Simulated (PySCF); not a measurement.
**29Si chemical shifts**

- PBE0/pcSseg-1 with gauge-including orbitals
- structure optimised with GFN2-xTB
- code: PySCF
- averaged over atoms made equivalent by symmetry, fast rotation or ring inversion, gas phase, no relativistic terms, a single conformation

Shieldings were converted by a linear fit to measured shifts: 29Si: δ = 279.94 − 0.822σ (rms 8.9 ppm, 72 shifts, 25.8 ppm with the 6 outliers that the fit left out vs TMS, solution or neat liquid). A few per cent of atoms miss by over 2 rms, more outside the fitted compound classes.

Question: Give the 29Si shifts of `C=N[Si@H]1[SiH2]C[SiH2]N1[SiH3]`, `C=N[Si@H]1[SiH2]C[SiH2]N1[SiH3]`, `C[Si]([SiH3])([SiH3])OC=O`, `O=CO[Si@@H]1NC[Si@@H](O)N1`, `CO/C(=C/[SiH2]C)CC#N`, `C[Si@]([SiH3])(C#N)N([SiH3])[SiH3]`.

Answer: 
```csv
compound,environment,δ (ppm)
[CH2:1]=[N:2][Si@H:3]1[SiH2:4][CH2:5][SiH2:6][N:7]1[SiH3:8],"Si6: silicon bonded to C, N, 2 H, in a 5-membered ring",-17.4
[CH2:1]=[N:2][Si@H:3]1[SiH2:4][CH2:5][SiH2:6][N:7]1[SiH3:8],"Si3: silicon bonded to 2 N, Si, H, in a 5-membered ring",-19.0
[CH2:1]=[N:2][Si@H:3]1[SiH2:4][CH2:5][SiH2:6][N:7]1[SiH3:8],"Si8: silicon bonded to N, 3 H",-55.5
[CH2:1]=[N:2][Si@H:3]1[SiH2:4][CH2:5][SiH2:6][N:7]1[SiH3:8],"Si4: silicon bonded to C, Si, 2 H, in a 5-membered ring",-66.3
[CH2:1]=[N:2][Si@H:3]1[SiH2:4][CH2:5][SiH2:6][N:7]1[SiH3:8],"Si6: silicon bonded to C, N, 2 H, in a 5-membered ring",-17.4
[CH2:1]=[N:2][Si@H:3]1[SiH2:4][CH2:5][SiH2:6][N:7]1[SiH3:8],"Si3: silicon bonded to 2 N, Si, H, in a 5-membered ring",-19.0
[CH2:1]=[N:2][Si@H:3]1[SiH2:4][CH2:5][SiH2:6][N:7]1[SiH3:8],"Si8: silicon bonded to N, 3 H",-55.5
[CH2:1]=[N:2][Si@H:3]1[SiH2:4][CH2:5][SiH2:6][N:7]1[SiH3:8],"Si4: silicon bonded to C, Si, 2 H, in a 5-membered ring",-66.3
[CH3:1][Si:2]([SiH3:3])([SiH3:4])[O:5][CH:6]=[O:7],"Si2: silicon bonded to C, O, 2 Si",6.1
[CH3:1][Si:2]([SiH3:3])([SiH3:4])[O:5][CH:6]=[O:7],"Si3/4: silicon bonded to Si, 3 H (×2)",-98.8
[O:1]=[CH:2][O:3][Si@@H:4]1[NH:5][CH2:6][Si@@H:7]([OH:8])[NH:9]1,"Si7: silicon bonded to C, N, O, H, in a 5-membered ring",-24.7
[O:1]=[CH:2][O:3][Si@@H:4]1[NH:5][CH2:6][Si@@H:7]([OH:8])[NH:9]1,"Si4: silicon bonded to 2 N, O, H, in a 5-membered ring",-32.5
CO/C(=C/[SiH2]C)CC#N,"silicon bonded to 2 C, 2 H",-53.3
[CH3:1][Si@:2]([SiH3:3])([C:4]#[N:5])[N:6]([SiH3:7])[SiH3:8],"Si2: silicon bonded to 2 C, N, Si",-24.2
[CH3:1][Si@:2]([SiH3:3])([C:4]#[N:5])[N:6]([SiH3:7])[SiH3:8],"Si7/8: silicon bonded to N, 3 H (×2)",-48.1
[CH3:1][Si@:2]([SiH3:3])([C:4]#[N:5])[N:6]([SiH3:7])[SiH3:8],"Si3: silicon bonded to Si, 3 H",-105.7
```

Question: Match the shifts 8.2, -32.2, -46.3, -56.4, -79.7 ppm to `C#CC[C@H](C)NC(=O)[SiH3]`, `CC[SiH2]/C=C(\C#N)OC`, `COCC[Si@H](F)CF`, `C#CCN(C)[Si@@H](O)C=C`, `C[SiH2]c1ccc(CN)o1`.

Answer: 8.2: COCC[Si@H](F)CF (silicon bonded to 2 C, F, H); -32.2: C#CCN(C)[Si@@H](O)C=C (silicon bonded to C, N, O, H); -46.3: CC[SiH2]/C=C(\C#N)OC (silicon bonded to 2 C, 2 H); -56.4: C[SiH2]c1ccc(CN)o1 (silicon bonded to 2 C, 2 H); -79.7: C#CC[C@H](C)NC(=O)[SiH3] (silicon bonded to C, 3 H).
